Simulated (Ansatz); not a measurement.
Isolated molecules relaxed with PBE0-D4/def2-TZVP in Ansatz; ΔE leaves out vibrations. CCSD(T)/CBS adds triple-zeta CCSD(T) − MP2 to the extrapolated MP2 energy (def2 sets, frozen cores). This one scheme is used for every species. DFT in def2-TZVPP. B3LYP here is the variant with VWN-RPA as its local correlation; programs differ in this. HSE06 is defined as in plane-wave codes. One conformer a species, not always the lowest.

Consider the hydrogenolysis of the Al–O bond: `[OH][AlH][CH2]F` + H₂ → `F[CH2][AlH2]` + H₂O.

Q: Is it downhill or uphill in electronic energy at CCSD(T)/CBS, and by how much? (Estimate.)

A: Ansatz gave: Uphill: ΔE = +125.3 kJ/mol.

Q: What do these levels give: B97M-V, PBE0-D4, HSE06-D4, CAM-B3LYP-D4, ωB97X-V, PBE0, B3LYP, r2SCANh, CCSD(T)/def2-SVP, SCS-MP2/def2-TZVPP, CCSD/def2-TZVPP, MP2/def2-QZVPP? (An estimate is asked.)

A: Computed: B97M-V 117.9, PBE0-D4 119.1, HSE06-D4 118.8, CAM-B3LYP-D4 128.4, ωB97X-V 124.2, PBE0 117.3, B3LYP 125.1, r2SCANh 130.0, CCSD(T)/def2-SVP 121.8, SCS-MP2/def2-TZVPP 129.6, CCSD/def2-TZVPP 122.8, MP2/def2-QZVPP 133.2 kJ/mol.

Largest T1 diagnostic among the species: 0.012.

From BLYP to BHLYP (50 % exact exchange), in def2-TZVPP and without D4, ΔE moves by −4.5 kJ/mol. In def2-TZVPP, CCSD(T) changes the Hartree–Fock value by +11.8 kJ/mol (the triples alone add +2.9 kJ/mol) and MP2 by +19.5 kJ/mol. At CCSD(T), def2-SVP lies −3.4 kJ/mol from the extrapolated value and def2-TZVPP +0.4 kJ/mol.
